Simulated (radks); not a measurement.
The numbers below are computed, except where a source is named.
Charge is removed step by step from the 6s down level of Nd, starting from [Xe] 4f4 6s(up 1, down 1). Level of theory: scalar-relativistic Kohn-Sham, PBEsol, spin-polarised, spherical densities, point nucleus; open shells are filled with parallel spins first (spin-orbit coupling, left out, can overturn this in heavy ions) (a radial shooting solver on a logarithmic mesh with Libxc functionals).

removed (e)  E - E(0) (eV)  eigenvalue (eV)
0                    0.000           -3.402
0.1                  0.360           -3.807
0.2                  0.761           -4.214
0.3                  1.203           -4.623
0.4                  1.686           -5.033
0.5                  2.209           -5.443
0.6                  2.774           -5.852
0.7                  3.380           -6.264
0.8                  4.027           -6.682
0.9                  4.716           -7.110

The mean slope of the eigenvalue, de/dn, is 4.12 eV per electron.
